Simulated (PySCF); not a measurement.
`C[C@@H]1CO[B@@H-](N)O1`, [C3H9BNO2]-, charge -1

Geometry (Å), atoms numbered from 1 in this order:
```xyz
16

C    -2.130    0.331    0.706
C    -0.715    0.278    0.123
C    -0.255   -1.159   -0.221
O     1.097   -1.218    0.015
B     1.524    0.092    0.726
N     2.399    0.946   -0.210
O     0.215    0.759    1.021
H    -2.157   -0.226    1.639
H    -2.408    1.363    0.911
H    -2.845   -0.102    0.005
H    -0.710    0.881   -0.816
H    -0.800   -1.886    0.422
H    -0.488   -1.415   -1.275
H     2.127   -0.152    1.745
H     1.908    1.102   -1.086
H     3.230    0.415   -0.448
```

Total charge -1.

The calculation used TDDFT PBE0/def2-SVPD circular dichroism and optical rotation, one conformer, gas phase in PySCF 2.14.0. Geometry: GFN2-xTB.

The molecule is flexible and this is one conformer; a measurement averages over conformers. For a gas-phase anion, states above the detachment energy (about 1.4 eV, taken as minus the energy of the highest occupied orbital) lie in the continuum and depend on the basis.

(1) Draw the ECD and absorption spectra from the lowest 8 states, each a Gaussian of half-width 0.2 eV at 1/e height.

## Answers

(1) 
```
E (eV)  λ (nm)  Δε (L mol⁻¹ cm⁻¹)  ε (L mol⁻¹ cm⁻¹)
  4.14     299               0.00              1.54
  4.24     292              +0.03              14.6
  4.34     285              +0.19                84
  4.44     279              +0.66               294
  4.54     273              +1.41               630
  4.64     267              +1.93               879
  4.74     261              +2.06              1060
  4.84     256              +2.30              1770
  4.94     251              +1.12              3290
  5.04     246              -5.14              4690
  5.14     241             -14.56              4920
  5.24     236             -19.05              3960
  5.34     232             -17.51              2820
  5.44     228             -15.31              2280
  5.54     224             -12.49              2090
  5.64     220              -7.47              1700
  5.74     216              -1.86              1160
  5.84     212              +4.84               824
```
Δε uses R in velocity form, ε uses f in length form. Only the states computed contribute, so the short-wavelength end is incomplete.
